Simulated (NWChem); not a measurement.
System: AlH2I; SMILES [AlH2][I]

Parts of the log:

```
             Northwest Computational Chemistry Package (NWChem) 7.3.0
             --------------------------------------------------------

 C2V symmetry detected

                             Geometry "geometry" -> ""
                             -------------------------

 Output coordinates in angstroms (scale by  1.889725989 to convert to a.u.)

  No.       Tag          Charge          X              Y              Z
 ---- ---------------- ---------- -------------- -------------- --------------
    1 Al                  13.0000     0.00000000     0.00000000    -1.90701635
    2 H                    1.0000     0.00000000     1.39960600    -2.64265735
    3 H                    1.0000     0.00000000    -1.39960600    -2.64265735
    4 I                   53.0000     0.00000000     0.00000000     0.56748165

 Effective nuclear repulsion energy (a.u.)     172.2523530424

      Symmetry information
      --------------------

 Group name             C2v
 Group number             16
 Group order               4
 No. of unique centers     3

 Summary of "ao basis" -> "ao basis" (spherical)
 ------------------------------------------------------------------------------
       Tag                 Description            Shells   Functions and Types
 ---------------- ------------------------------  ------  ---------------------
 Al                        def2-tzvp                13       37   5s5p2d1f
 H                         def2-tzvp                 4        6   3s1p
 I                         def2-tzvp                16       50   6s5p3d2f

      Symmetry analysis of basis
      --------------------------

        a1         42
        a2          9
        b1         22
        b2         26

            General Information
            -------------------
          SCF calculation type: DFT
          Wavefunction type:  closed shell.
          No. of atoms     :     4
          No. of electrons :    40
           Alpha electrons :    20
            Beta electrons :    20
          Charge           :     0
          Spin multiplicity:     1
          Use of symmetry is: on ; symmetry adaption is: on
          Maximum number of iterations: 150
          AO basis - number of functions:    99
                     number of shells:    37
          Convergence on energy requested:  1.00D-06
          Convergence on density requested:  1.00D-05
          Convergence on gradient requested:  5.00D-04

              XC Information
              --------------
          PerdewBurkeErnzerhof Exchange Functional  1.000
            Perdew 1991 LDA Correlation Functional  1.000 local
           PerdewBurkeErnz. Correlation Functional  1.000 non-local

             Grid Information
             ----------------
          Grid used for XC integration:  medium
          Radial quadrature: Mura-Knowles
          Angular quadrature: Lebedev.
          Tag              B.-S. Rad. Rad. Pts. Rad. Cut. Ang. Pts.
          ---              ---------- --------- --------- ---------
          Al                  1.25       88          10.0       590
          H                   0.35       45          11.0       434
          I                   1.40      123          11.0       590
          Grid pruning is: on
          Number of quadrature shells:   256
          Spatial weights used:  Erf1

      Superposition of Atomic Density Guess
      -------------------------------------

 Sum of atomic energies:        -590.03627386

      Non-variational initial energy
      ------------------------------

 Total energy =    -539.728071
 1-e energy   =   -1026.360515
 2-e energy   =     400.684391
 HOMO         =      -0.334253
 LUMO         =      -0.012211

      Symmetry analysis of molecular orbitals - initial
      -------------------------------------------------

  Numbering of irreducible representations:

     1 a1          2 a2          3 b1          4 b2

  Orbital symmetries:

     1 a1          2 a1          3 a1          4 b2          5 b1
     6 a1          7 b2          8 a1          9 b1         10 a1
    11 b2         12 b1         13 a1         14 a2         15 a1
    16 a1         17 b2         18 a1         19 b1         20 b2
    21 b1         22 a1         23 a1         24 b2         25 a1
    26 a1         27 b2         28 a2         29 b1         30 a1

   convergence    iter        energy       DeltaE   RMS-Dens  Diis-err
 ---------------- ----- ----------------- --------- --------- ---------
 d= 0,ls=0.0,diis     1   -541.1959410378 -6.27D+02  9.48D-03  4.88D-01
 d= 0,ls=0.0,diis     2   -541.1747687369  2.12D-02  7.78D-03  3.34D-01
 d= 0,ls=0.0,diis     3   -541.2042956783 -2.95D-02  2.80D-03  1.91D-01
 d= 0,ls=0.0,diis     4   -541.2281464603 -2.39D-02  6.78D-04  2.48D-03
 d= 0,ls=0.0,diis     5   -541.2286657537 -5.19D-04  1.24D-04  1.46D-04
  Resetting Diis
 d= 0,ls=0.0,diis     6   -541.2286824819 -1.67D-05  3.92D-05  1.58D-05
 d= 0,ls=0.0,diis     7   -541.2286844142 -1.93D-06  1.67D-05  8.02D-07
 d= 0,ls=0.0,diis     8   -541.2286843704  4.38D-08  1.07D-05  1.02D-06
 d= 0,ls=0.0,diis     9   -541.2286844830 -1.13D-07  1.56D-06  2.95D-08

         Total DFT energy =     -541.228684483012
      One electron energy =    -1027.643301597117
           Coulomb energy =      441.915131927082
    Exchange-Corr. energy =      -41.448566959870
 Nuclear repulsion energy =       85.948052146894

 Numeric. integr. density =       40.000004201938

                  Occupations of the irreducible representations
                  ----------------------------------------------

                     irrep           alpha         beta
                     --------     --------     --------
                     a1               10.0         10.0
                     a2                1.0          1.0
                     b1                4.0          4.0
                     b2                5.0          5.0

[...]
```

Level: PBE/def2-TZVP with def2 effective core potentials on I, vertical spin-unrestricted ions. Structure relaxed at the PBE0/def2-SVP level. def2 effective core potentials on I; no spin-orbit coupling.

Write an input that gives this output.

This is not unique; one that fits is the input that was run:
```
start job
memory heap 200 mb stack 900 mb global 1100 mb
geometry units angstroms noautoz
  Al     0.000000     0.000000    -1.957853
  H      0.000000     1.399606    -2.693494
  H      0.000000    -1.399606    -2.693494
  I      0.000000     0.000000     0.516645
end
basis spherical
  * library def2-tzvp
end
ecp
  I library def2-ecp
end
dft
  xc xpbe96 cpbe96
  iterations 150
  vectors input atomic output neutral.movecs
end
task dft energy
charge 1
dft
  odft
  mult 2
  vectors input atomic output cation.movecs
end
task dft energy
```
